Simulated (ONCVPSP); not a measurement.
**Sb (Z = 51), ONCV: configuration errors across variants**

* Element: Sb
* Generator: ONCVPSP 4.0.1
* Type: optimised norm-conserving Vanderbilt (ONCV)
* Functional: Wu-Cohen
* Relativity: scalar-relativistic
* Frozen core: [Kr]
* Valence charge: 15
* Reference configuration: 4d10 5s2 5p1.5 (charge +1.5)
* Partial waves: 5s: rc 1.70 bohr, ncon 4, nbas 9, qcut 3.5 1/bohr, 2 projectors, debl 2.5 Ha; 5p: rc 1.95 bohr, ncon 4, nbas 7, qcut 4.8 1/bohr, 3 projectors, debl 0.4 Ha; 4d: rc 1.45 bohr, ncon 4, nbas 9, qcut 12.2 1/bohr, 2 projectors, debl 1.5 Ha
* Local potential: polynomial inside 1.00 bohr (lpopt 5, dvloc0 -1 Ha)
* Core correction: none

In the p channel the program set the typed energies aside and used -0.588, 0.250, 0.650 Ha. In the d channel the program set the typed energies aside and used -1.718, 0.250 Ha.

All-electron excitation energies from the reference (eV): (1) 4d10 5s2 5p3 -15.359; (2) 4d10 5s2 5p2 -7.005; (3) 4d10 5s2 5p1 9.033; (4) 4d10 5s2 5p0 33.510.

A true bound ghost makes a file unfit for plane-wave use even where its test errors are small: the radial tests pick states by their node count and pass the ghost by.

Errors AE − PS in meV (a dash: test not solved or not reliable):

| change | (1) | (2) | (3) | (4) | bound ghosts | GHOST(+) flags above zero |
| --- | --- | --- | --- | --- | --- | --- |
| base | +1.7 | +1.4 | -2.7 | -13 | s, p | s, p |
| local potential polynomial inside 1.00 bohr (lpopt 5, dvloc0 4.5 Ha) | +1.6 | +1.4 | -2.7 | -13 | s, p | p |
| d: nproj 1 | +1.7 | +1.4 | -2.7 | -13 | s, p | s, p |

(1) Give the same row for: core correction polynomial model core, fcfact 0.65.

## Answers

(1) +3.0, +1.6, -2.5, -11; bound ghosts: s, p; GHOST(+) flags above zero: s, p.
